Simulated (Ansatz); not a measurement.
`[Cl][GeH]([Cl])[Cl]` + H₂O → `[OH][GeH]([Cl])[Cl]` + HCl at 400 K and 1 bar (formal hydrolysis of a Ge–Cl bond).

Calculated with Ansatz (gas phase, PBE0-D4/def2-TZVP geometries, no zero-point term in ΔE). CBS: MP2 limit from def2 TZ/QZ plus the TZ coupled-cluster correction, frozen cores. This one scheme is used for every species. For Ge outer-core shells are correlated without core-valence functions, which leaves a few kJ/mol of doubt a bond. Scalar relativity is left out up to krypton. Each species was taken in one conformer, which may not be the lowest.

| species | CCSD(T)/CBS energy (Eh) | H − E (kJ/mol) | S (J/(mol·K)) |
| --- | --- | --- | --- |
| `[Cl][GeH]([Cl])[Cl]` | -3456.16971 | 58.7 | 354.4 |
| H₂O | -76.37941 | 69.8 | 198.6 |
| `[OH][GeH]([Cl])[Cl]` | -3072.15640 | 92.8 | 364.0 |
| HCl | -460.38127 | 29.6 | 195.4 |

H − E and S are ideal-gas, rigid-rotor, harmonic terms from PBE0-D4/def2-TZVP, for one conformer and one mirror image of each species. 1 Eh = 2625.50 kJ/mol, R = 8.31446 J/(mol·K).

**Question.** By hand: ΔE, ΔH, ΔS and ΔG.

**Answer.** ΔE = (-3072.15640) + (-460.38127) − (-3456.16971) − (-76.37941) = 0.01145 Eh = 30.1 kJ/mol. Δ(H − E) = 92.8 + 29.6 − 58.7 − 69.8 = -6.1, so ΔH = 24.0 kJ/mol. ΔS = 364.0 + 195.4 − 354.4 − 198.6 = 6.4 J/(mol·K). ΔG = 24.0 − 400 × (6.4)/1000 = 21.4 kJ/mol.

**Question.** By hand: the equilibrium constant, and the temperature at which ΔG would vanish if ΔH and ΔS stayed fixed.

**Answer.** log₁₀ K = −ΔG/(RT ln 10) = -2.8. ΔG = 0 at ΔH/ΔS = 3750 K, far beyond where these terms or the molecules hold.

The number of gas molecules stays the same, so ΔS is small and ΔH decides. A doubt of 5 kJ/mol in ΔE shifts log₁₀ K by 0.7 here. Other conformers and mirror images would add mixing entropy, several J/(mol·K) or more a flexible species. These are equilibria of isolated gas molecules and say nothing of rates. Largest T1 diagnostic: 0.010 (customary marks: 0.02 for closed shells, 0.045 for open ones).
